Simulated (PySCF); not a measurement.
UHF on Pm²⁺ (promethium, charge +2)

Configuration: [Xe] 4f4 6p1, one real determinant (an excited configuration). All numbers are calculated (PySCF 2.14, scalar relativity by spin-free X2C-1e, in ANO-RCC-VTZP (8s7p5d3f2g1h, 104 functions)).

```json
{
 "Total energy": "-10014.951345 hartree",
 "One-electron energy": "-13634.1672 hartree",
 "Hartree (Coulomb) energy": "3847.0045 hartree",
 "Exchange energy": "-227.7887 hartree",
 "⟨S²⟩": "8.7535",
 "⟨L²⟩": "36.034",
 "Sum of ⟨r⟩": "37.62 bohr",
 "Sum of ⟨r²⟩": "58.24 bohr²",
 "Traceless quadrupole moment −½Σ⟨3z² − r²⟩ along its main axis": "-8.37 e·bohr²",
 "Langevin diamagnetic susceptibility": "-46.1 ×10⁻⁶ cm³/mol"
}
```

| shell | electrons | mean orbital energy (eV) | spread (eV) | rms radius, mean of both spins (bohr) |
| --- | --- | --- | --- | --- |
| 1s α | 1 | -45421.6 | 0 | 0.0264 |
| 1s β | 1 | -45421.5 | 0 | 0.0264 |
| 2s α | 1 | -7520.9 | 0 | 0.107 |
| 2s β | 1 | -7520.8 | 0 | 0.107 |
| 2p α | 3 | -6721.6 | 0.063 | 0.0959 |
| 2p β | 3 | -6721.5 | 0.031 | 0.0959 |
| 3s α | 1 | -1709.5 | 0 | 0.277 |
| 3s β | 1 | -1707.2 | 0 | 0.277 |
| 3p α | 3 | -1452.2 | 0.170 | 0.277 |
| 3p β | 3 | -1449.6 | 0.265 | 0.277 |
| 3d α | 5 | -1094.6 | 0.438 | 0.256 |
| 3d β | 5 | -1091.8 | 0.343 | 0.256 |
| 4s α | 1 | -384.00 | 0 | 0.629 |
| 4s β | 1 | -377.60 | 0 | 0.629 |
| 4p α | 3 | -296.75 | 0.120 | 0.667 |
| 4p β | 3 | -289.63 | 0.441 | 0.667 |
| 4d α | 5 | -169.71 | 1.767 | 0.740 |
| 4d β | 5 | -160.40 | 0.850 | 0.740 |
| 5s α | 1 | -74.206 | 0 | 1.52 |
| 5s β | 1 | -71.556 | 0 | 1.52 |
| 5p α | 3 | -49.290 | 0.109 | 1.73 |
| 5p β | 3 | -47.201 | 0.155 | 1.73 |
| 4f α | 4 | -37.157 | 1.603 | 1.01 |
| 6p α | 1 | -13.863 | 0 | 4.61 |

⟨L²⟩ = 36.03 against 56 for a pure K term, so this real determinant mixes terms. Spin-orbit coupling, absent here, splits the open shell strongly.

Densities and radii are taken from the X2C orbitals without a picture-change correction, which distorts them close to the nucleus.

Spin-orbit constants ζ (cm⁻¹) from the X2C one-electron operator on these orbitals: bare nucleus, nucleus screened by l(l+1)(2l+1)/3 electrons, and screened by the Breit-Pauli mean field of the electrons.

| shell | bare | screened nucleus | mean field |
| --- | --- | --- | --- |
| 2p | 2935000 | 2839000 | n/a |
| 3p | 597100 | 577500 | n/a |
| 3d | 92590 | 77410 | n/a |
| 4p | 127500 | 123300 | n/a |
| 4d | 16440 | 13740 | n/a |
| 4f | 2269 | 1228 | n/a |
| 5p | 18720 | 18100 | n/a |
| 6p | 1755 | 1697 | n/a |

To first order the Landé constant is A = 259.0 cm⁻¹, so the lowest level has J = 9/2 and lies 0.642 eV below the centre of the term. This holds in LS coupling only.
